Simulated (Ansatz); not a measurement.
A run for Ansatz (a first-principles code): R-wB97M-V/def2-TZVPPD on AsH3 (SMILES [AsH3]). Files ending in .json are basis or fitting sets from the Basis Set Exchange.

Ansatz 0.2 input:
```yaml
crystal:
  periodic: [false, false, false]
  atoms:
    - {symbol: As, position_ang: [-0.03965920, -0.63653520, 3.97773864]}
    - {symbol: H, position_ang: [-1.50907004, -0.87840107, 3.65932360]}
    - {symbol: H, position_ang: [-0.24686617, 0.86812482, 4.08297267]}
    - {symbol: H, position_ang: [-0.26637516, -0.83720666, 5.47526886]}
basis:
  gaussian:
    orbitals: def2-TZVPPD.json
hamiltonian:
  xc: {name: wB97M-V}
scf: {lower_state_search: off}
```

Output:

```
WARN ansatz: RAYON_NUM_THREADS=1 ignored (pool sized by the plan → 1); use --threads N
Functional definition: wB97M-V
these checks for a lower state are left out or cut short: stability, starts, cluster_reference, orbital_swaps, neighbouring_geometries, increment
integrals: 0.03 GiB planned
595 factors; their error is unknown
integrals: 0.07 GiB planned
154 factors; integrals over basis functions are off by at most 1.6e-5 eV
mean field: 0.38 GiB planned
mean field evaluation 1: about -60885.7771 eV, gradient 9.4e0 eV
mean field evaluation 2: about -60885.8961 eV, gradient 5.8e0 eV
mean field evaluation 4: about -60885.9220 eV, gradient 2.7e-1 eV
mean field evaluation 8: about -60886.0654 eV, gradient 2.8e-3 eV
mean field -60886.06535581 eV, -2237.5216317688 hartree, gradient 9.2e-6 eV, S^2 0.000000; 0 other end points of the search recorded, 0 dependent functions left out
reference -60886.06539083 eV, -2237.5216330555 hartree; 18, 18 occupied and 87, 87 virtual orbitals, 595 factors
Total energy: -60886.06539083 eV, -2237.5216330555 hartree
Checks for a lower state left out: stability, starts, cluster_reference, orbital_swaps, neighbouring_geometries, increment
```

Self-consistency was reached.

Cost: about 1.8 core-seconds (a rough figure).
